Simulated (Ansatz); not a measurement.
Basis sets compared for (Cl)2Al-O-SiH3 (AlSiCl₂OH₃). Charge 0, multiplicity 1. Geometry r2SCAN-D4/def2-SVP. Ansatz on 4 threads of Arm Neoverse V2 on a shared host; times are rough, and most runs start from earlier orbitals.

```xyz
8

Al    1.531   -0.635    0.705
Cl    1.632   -1.187    2.712
Cl    3.229   -0.821   -0.489
O     0.100   -0.048    0.060
Si   -1.302    0.539   -0.597
H    -1.788    1.698    0.207
H    -1.059    0.985   -2.000
H    -2.342   -0.531   -0.597
```

Binding counts from free atoms (Al doublet, Cl doublet, O triplet, Si triplet, H doublet) in the same basis, without a counterpoise term.

```tsv
level	functions	energy (Eh)	HOMO (eV)	LUMO (eV)	binding per atom (eV)	wall time
PBE-D4/def2-SVP	101	-1528.3171	-7.37	-1.79	3.56	0.85 s
PBE-D4/def2-TZVP	197	-1528.9261	-7.53	-2.05	3.57	1.6 s
r2SCAN-D4/def2-TZVP (with forces)	197	-1529.5277	-7.90	-1.61	3.62	4.4 s
PBE0-D4/def2-SVP	101	-1528.4531	-8.87	-0.95	3.52	1.1 s
PBE0-D4/def2-TZVP	197	-1529.0558	-8.98	-1.19	3.54	2.5 s
```

Question: Estimate the rows for PBE-D4/def2-TZVPD, r2SCAN-D4/def2-TZVPD, PBE0-D4/def2-TZVPD.

Answer: 
```json
{"level": "PBE-D4/def2-TZVPD", "functions": "245", "energy (Eh)": "-1528.9280", "HOMO (eV)": "-7.57", "LUMO (eV)": "-2.21", "binding per atom (eV)": "3.57", "wall time": "2.8 s"}
{"level": "r2SCAN-D4/def2-TZVPD", "functions": "245", "energy (Eh)": "-1529.5290", "HOMO (eV)": "-7.92", "LUMO (eV)": "-1.74", "binding per atom (eV)": "3.62", "wall time": "6 s"}
{"level": "PBE0-D4/def2-TZVPD", "functions": "245", "energy (Eh)": "-1529.0572", "HOMO (eV)": "-9.00", "LUMO (eV)": "-1.40", "binding per atom (eV)": "3.54", "wall time": "4.2 s"}
```
